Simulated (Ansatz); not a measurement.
Consider the hydrogenolysis of a Zn–C bond: `[CH3][Zn][F]` + H₂ → `[F][ZnH]` + CH₄.

Gas-phase electronic energies from Ansatz, PBE0-D4/def2-TZVP geometries. CCSD(T)/CBS adds triple-zeta CCSD(T) − MP2 to the extrapolated MP2 energy (def2 sets, frozen cores). This one scheme is used for every species. DFT in def2-TZVPP. B3LYP here is the variant with VWN-RPA as its local correlation; programs differ in this. For Zn outer-core shells are correlated without core-valence functions, which leaves a few kJ/mol of doubt a bond. Scalar relativity is left out up to krypton.

`[CH3][Zn][F]`:

```xyz
6

C     0.314    0.430   -0.514
Zn   -0.498   -0.681    0.814
F    -1.243   -1.700    2.033
H    -0.134    1.425   -0.502
H     1.385    0.528   -0.324
H     0.175   -0.002   -1.507
```

H₂:

Cartesian coordinates in Å:
```
H 0.248 0.144 -0.238
H -0.248 -0.144 0.238
```

`[F][ZnH]`:

Z-matrix (Å, degrees):
```
Zn
F 1 1.750
H 1 1.507 2 180.0
```

CH₄:

Cartesian coordinates in Å:
```
C 0.000 0.000 0.000
H -0.094 0.775 0.761
H 0.094 0.464 -0.981
H -0.885 -0.636 0.018
H 0.885 -0.603 0.203
```

Q: Is it downhill or uphill in electronic energy at CCSD(T)/CBS, and by how much? (Estimate.)

A: Ansatz gave: Downhill: ΔE = -34.6 kJ/mol.

Q: What do these levels give: LDA (SPW92), BLYP-D4, BLYP, B3LYP, CCSD(T)/def2-SVP, HF/def2-QZVPP? (Estimate.)

A: The calculation gave: LDA (SPW92) -35.0, BLYP-D4 -37.3, BLYP -41.6, B3LYP -45.2, CCSD(T)/def2-SVP -49.3, HF/def2-QZVPP -64.9 kJ/mol.

Largest T1 diagnostic among the species: 0.018.

From BLYP to BHLYP (50 % exact exchange), in def2-TZVPP and without D4, ΔE moves by −9.6 kJ/mol. Leaving LDA and LC-ωPBE aside and taking each functional with its dispersion term where it has one, the values, not all of them listed here, spread over 17.9 kJ/mol, from B97M-V to revPBE-D4. At CCSD(T), def2-SVP lies −14.7 kJ/mol from the extrapolated value and def2-TZVPP −4.7 kJ/mol.
